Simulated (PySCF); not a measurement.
The vertical singlet excitations below were computed for one of the candidates. Method: PySCF, TDDFT CAM-B3LYP/def2-SVPD, vertical, gas phase, core orbitals frozen in the response. Geometries: GFN2-xTB, one conformer each.

```tsv
state	λ (nm)	f
S1	193.3	0.096
S2	185.7	0.0058
S3	177.5	0.021
S4	173.1	0.032
S5	170.9	0.019
S6	170.4	0.075
S7	167.1	0.087
S8	164.4	0.172
```

Orbital energies (eV): HOMO-3 -11.18, HOMO-2 -10.89, HOMO-1 -10.71, HOMO -9.95, LUMO -0.46, LUMO+1 0.01, LUMO+2 0.17.

Task: Which structure fits?
A. `n1nccc(C)c1C`
B. `N#C[SiH2]C[C@@H]([SiH3])Cl`
C. `c1(CC)ncccn1`
D. `Cl[SiH](Cl)[SiH2][SiH2]C#N`

Result: D. Its S1 lies at 6.41 eV; the nearest of the others has S1 at 6.76 eV. S1 is HOMO→LUMO (88%). Löwdin shares by element: HOMO silicon 42% or more, chlorine 35% (atoms not listed hold the other 23%); LUMO silicon 66%, hydrogen 9% or more (atoms not listed hold the other 26%). At the same level the other candidates give, for their lowest levels:
- `CCc1ncccn1`: 277 nm (f 0.004); 252 nm (f 0.000); 214 nm (f 0.050); 206 nm (f 0.000); 195 nm (f 0.015); T1 3.97 eV; HOMO -8.68, LUMO -0.06 eV
- `N#C[SiH2]C[C@@H]([SiH3])Cl`: 183 nm (f 0.008); 172 nm (f 0.003); 170 nm (f 0.002); 170 nm (f 0.032); 166 nm (f 0.009); T1 6.01 eV; HOMO -9.56, LUMO 0.40 eV
- `Cc1ccnnc1C`: 329 nm (f 0.004); 290 nm (f 0.000); 218 nm (f 0.032); 201 nm (f 0.000); 193 nm (f 0.021); T1 2.98 eV; HOMO -7.86, LUMO -0.04 eV

Conformer computed: `[N:1]#[C:2][SiH2:3][SiH2:4][SiH:5]([Cl:6])[Cl:7]`: C2–Si3–Si4–Si5 82°, Si3–Si4–Si5–Cl6 56°.
Triplets come from the Tamm–Dancoff approximation.
